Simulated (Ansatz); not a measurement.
The same path of CH₄NOSb (8 atoms, charge 0, multiplicity 1) was run twice with different band settings. Lost on the way: C2–N3, C2–H5. Made: N3–H5.

These are results of RKS PBE0-D4/def2-SVP in Ansatz 0.2.0, not measurements.

Relaxed end points:

```xyz
8
Properties=species:S:1:pos:R:3
O -0.479 1.587 -1.019
C 0.415 1.286 -0.249
N 0.400 0.148 0.463
Sb -1.336 -0.981 0.128
H 1.306 1.938 -0.087
H 1.185 -0.095 1.057
H -0.776 -1.650 -1.354
H -0.623 -2.289 1.006
```

```xyz
8
Properties=species:S:1:pos:R:3
O -0.448 1.965 -1.972
C 0.640 2.060 -1.681
N 0.471 0.257 0.726
Sb -1.161 -0.999 0.637
H 0.536 0.710 1.636
H 1.360 -0.204 0.544
H -0.909 -1.356 -1.023
H -0.397 -2.489 1.077
```

Common settings: movable images 7; climbing image yes; spring 5.0 eV/Å²; optimiser quadratic models (default); force threshold 0.05 eV/Å; iteration limit 60; end points relaxed.

| run | start path |
| --- | --- |
| 1 | through a guess of the saddle point |
| 2 | straight line |

What does each run give, and how far can it be trusted?

Run 1: converged after 18 iterations, highest image 3.624 eV above the first end. Neighbouring images differ by up to 2.4 eV, so the band resolves the path poorly. A vibrational analysis at the climbing image gives one clearly imaginary mode, 1746i cm⁻¹: a first-order saddle point.
Run 2: converged after 20 iterations, highest image 3.624 eV above the first end. Neighbouring images differ by up to 2.4 eV, so the band resolves the path poorly. Another band between the same ends (7 images) ends at a top of the same energy, where a vibrational analysis finds 1 clearly imaginary mode.
The orbitals stay closed-shell, which can raise the energy where a bond breaks towards radicals; this wasn't checked here.
